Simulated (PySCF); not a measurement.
## Polarisability and C₆ of Au²⁺ (gold, charge +2)

[Xe] 4f14 5d9, 2D determinant. Calculation: PySCF 2.14, in aug-cc-pwCVTZ-PP with ECP60MDF; a scalar-relativistic core potential. Coupled (time-dependent) response in atomic units; α is the mean over directions.

```json
{"method": "revPBE", "mean α (bohr³)": "8.973", "α xx, yy, zz": "8.858, 8.858, 9.204", "C₆ (like pair)": "58.66", "S(−4)": "17.09"}
```

S(−4) is the Cauchy moment in α(ω) = α(0) + S(−4) ω² + …

Spin-orbit coupling is absent.

α(iu) at revPBE:

```csv
u (hartree),α(iu) (bohr³)
0,8.973
0.0500,8.931
0.100,8.808
0.200,8.371
0.300,7.786
0.500,6.563
0.750,5.283
1.00,4.307
1.50,2.984
2.00,2.168
3.00,1.271
5.00,0.5720
```

For an ion, C₆ is the dispersion term alone; charge-induced terms of lower order in 1/R come first.

The components differ because the open shell of this determinant is not spherical; for a pure term their mean is the scalar polarisability.

Energies and moments cover only the electrons outside the core potential. Spin-orbit coupling, absent here, splits the open shell strongly.
